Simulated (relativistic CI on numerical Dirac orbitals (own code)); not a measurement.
## Hg⁴⁺ (5d8) in a crystal field

Calculated by Dirac-Coulomb-Breit CI, orbitals from a KLI potential per configuration, a model potential for QED, valence Slater integrals scaled by 0.7, one configuration in a parametric crystal field (own radial code).

Field parameters in Wybourne normalisation: D4h B²₀ = −7Ds, B⁴₀ = 21(Dq − Dt), B⁴₄ = 21√(5/14) Dq. The field is a parameter set, without covalency.

S is read from ⟨S²⟩ = S(S + 1).

Levels (cm⁻¹, degeneracy): 0 (1), 163 (2), 6555 (1), 9207 (1), 15459 (1), 15586 (1), 18046 (2), 19921 (1), 21428 (1), 23728 (1), 23884 (2), 27516 (1).

Which field gives this pattern?
A. D4h, 10Dq = 25450, Ds = 140, Dt = 850 cm⁻¹
B. D4h, 10Dq = 25450, Ds = 1770, Dt = 850 cm⁻¹
C. D4h, 10Dq = 25450, Ds = -1500, Dt = 850 cm⁻¹
D. D4h, 10Dq = 25450, Ds = 550, Dt = 850 cm⁻¹

D. D4h, 10Dq = 25450, Ds = 550, Dt = 850 cm⁻¹, ground level with S = 0.99.
